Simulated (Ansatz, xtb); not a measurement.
## C5H4ClNSe: which of two isomers lies lower

We compare a, `Clc1ncccc1[SeH]`, a singlet, with b, `Cl/C=C\c1cnc[se]1`, a singlet. Both are isolated molecules in the gas phase, relaxed with PBE0-D3(BJ)/def2-SVP; the shapes shown needn't be the lowest conformers.

a (Å):

```yaml
atoms:
  - { symbol: C, position_ang: [-0.7546, 0.5456, -1.5720] }
  - { symbol: C, position_ang: [-1.4766, 2.6393, -2.1154] }
  - { symbol: C, position_ang: [-0.2416, 3.2019, -1.8057] }
  - { symbol: C, position_ang: [0.7707, 2.3613, -1.3575] }
  - { symbol: C, position_ang: [0.5384, 0.9879, -1.2261] }
  - { symbol: Cl, position_ang: [-1.1689, -1.1424, -1.4515] }
  - { symbol: N, position_ang: [-1.7115, 1.3366, -1.9956] }
  - { symbol: Se, position_ang: [1.9628, -0.1001, -0.6080] }
  - { symbol: H, position_ang: [-2.3076, 3.2562, -2.4725] }
  - { symbol: H, position_ang: [-0.0722, 4.2750, -1.9123] }
  - { symbol: H, position_ang: [1.7530, 2.7704, -1.1061] }
  - { symbol: H, position_ang: [1.1884, -1.3439, -0.6835] }
```

b (Å):

```xyz
12

C    -1.6939    2.0498    0.2693
C    -0.7255    2.4092   -0.5869
C    -0.0273    1.6403   -1.5865
C     0.9604    2.1453   -2.4078
C     1.0638    0.1158   -3.2690
Cl   -2.3690    0.4694    0.3715
N     1.5438    1.3175   -3.3120
Se   -0.2796   -0.1678   -2.0016
H    -2.1311    2.7542    0.9781
H    -0.4113    3.4565   -0.5185
H     1.2880    3.1872   -2.3546
H     1.4063   -0.6934   -3.9202
```

Quicker runs give these differences E(b) − E(a): GFN2-xTB +67.7 kJ/mol; HF/STO-3G +110.2 kJ/mol (at GFN2-xTB geometries); r2SCAN-D4/def2-SVP +74.4 kJ/mol (at GFN2-xTB geometries).

Question: Estimate E(b) − E(a) at the level CCSD(T)/def2-SVP + ΔMP2/def2-TZVPP.

Answer: Calculated at CCSD(T)/def2-SVP + ΔMP2/def2-TZVPP: E(b) − E(a) = +51.9 kJ/mol, so structure a lies lower.

Level by level:

```
                             level              geometry  E(b) − E(a) (kJ/mol)  departure from the last row (kJ/mol)  job, with rough time for the two
                          GFN2-xTB              GFN2-xTB                   +67.7                                 +15.8               optimisation, 0.3 s
                         HF/STO-3G              GFN2-xTB                  +110.2                                 +58.3              single point, 0.68 s
                r2SCAN-D4/def2-SVP              GFN2-xTB                   +74.4                                 +22.5               single point, 5.4 s
              PBE0-D3(BJ)/def2-SVP  PBE0-D3(BJ)/def2-SVP                   +73.5                                 +21.6                optimisation, 39 s
                       HF/def2-SVP  PBE0-D3(BJ)/def2-SVP                   +94.0                                 +42.1           part of the CCSD(T) run
                      MP2/def2-SVP  PBE0-D3(BJ)/def2-SVP                   +75.8                                 +23.9           part of the CCSD(T) run
                  CCSD(T)/def2-SVP  PBE0-D3(BJ)/def2-SVP                   +70.2                                 +18.3                      single point
CCSD(T)/def2-SVP + ΔMP2/def2-TZVPP  PBE0-D3(BJ)/def2-SVP                   +51.9                                                   single point, 2.1 min
```

As drawn, b has 1 C=C, 1 C–C, 2 C∷Se, 1 C–H in place of 3 C∷C, 1 C–Se, 1 Se–H (∷ is an aromatic bond). Structure a has a 6-membered ring (with an aromatic ring), b a 5-membered ring (with an aromatic ring).

None of the levels shown reverses the order. The largest departure from CCSD(T)/def2-SVP + ΔMP2/def2-TZVPP is that of HF/STO-3G, 58.3 kJ/mol. The last row adds to CCSD(T) the change of the MP2 difference between the two basis sets, here −18.3 kJ/mol, a large step that makes the value less sure.

With thermal terms from frequencies at re-optimised GFN2-xTB minima (ideal gas, soft modes damped towards free rotors, one conformer each, 298.15 K, 1 atm): on the last row, ΔE + ΔZPE = +58.0, ΔH = +57.7, ΔG = +58.2 kJ/mol.

The correlated steps freeze 20 core orbitals; the filled d shell of Se is correlated, in a basis made for valence electrons. Codes used: Ansatz 0.2.0, xtb 6.7.1; the last row on 4 threads of Arm Neoverse V1 on a shared host.
